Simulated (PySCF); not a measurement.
All of these have the formula C4H12OSi2. Method used: TDDFT PBE0/def2-SVPD, vertical, gas phase, core orbitals frozen in the response in PySCF. Geometries: GFN2-xTB; one conformer of each isolated species. Triplets are in the Tamm–Dancoff approximation.

A. `C[SiH2]CO[C@@H]1C[SiH2]1`
B. `C=CC[SiH2]CO[SiH3]`
C. `O=C(C[SiH3])CC[SiH3]`
D. `C[C@@H]1C[C@H]1[SiH2]O[SiH3]`

Lowest singlet levels (six at most, fewer where fewer were computed) with oscillator strengths:

1. 276 nm (f 0.005); 201 nm (f 0.002); 191 nm (f 0.025); 184 nm (f 0.001); 178 nm (f 0.044); 173 nm (f 0.002); T1 4.00 eV
2. 220 nm (f 0.129); 211 nm (f 0.031); 207 nm (f 0.004); 198 nm (f 0.099); 195 nm (f 0.017); 182 nm (f 0.001); T1 4.41 eV
3. 196 nm (f 0.035); 187 nm (f 0.161); 182 nm (f 0.002); 180 nm (f 0.015); 180 nm (f 0.067); 173 nm (f 0.017); T1 4.26 eV
4. 184 nm (f 0.012); 179 nm (f 0.007); 169 nm (f 0.001); 166 nm (f 0.003); 164 nm (f 0.010); 159 nm (f 0.003); T1 6.52 eV

Question: Match each spectrum to its molecule.

Answer: 1 = C, 2 = A, 3 = B, 4 = D.
- A: S1 at 5.63 eV, HOMO→LUMO (88%); Löwdin shares by element: HOMO carbon 34% or more, silicon 25% or more, oxygen 24% (atoms not listed hold the other 17%); LUMO silicon 34% or more, hydrogen 20% or more, carbon 11% or more (atoms not listed hold the other 34%); HOMO -6.38 and LUMO 0.12 eV.
- B: S1 at 6.32 eV, HOMO→LUMO (83%), HOMO→LUMO+1 (12%); Löwdin shares by element: HOMO carbon 75% or more, silicon 8% or more (atoms not listed hold the other 17%); LUMO carbon 28% or more, silicon 20% or more, hydrogen 7% or more (atoms not listed hold the other 46%); HOMO -7.13 and LUMO -0.01 eV.
- C: S1 at 4.50 eV, HOMO→LUMO (90%); Löwdin shares by element: HOMO oxygen 40%, silicon 13% or more, hydrogen 11% or more, carbon 7% or more (atoms not listed hold the other 28%); LUMO carbon 42% or more, oxygen 27%, silicon 9% or more (atoms not listed hold the other 22%); HOMO -7.41 and LUMO -1.00 eV.
- D: S1 at 6.72 eV, HOMO→LUMO (93%); Löwdin shares by element: HOMO carbon 55% or more, silicon 12% or more (atoms not listed hold the other 33%); LUMO silicon 43%, oxygen 9%, hydrogen 8% or more (atoms not listed hold the other 39%); HOMO -7.78 and LUMO 0.03 eV.
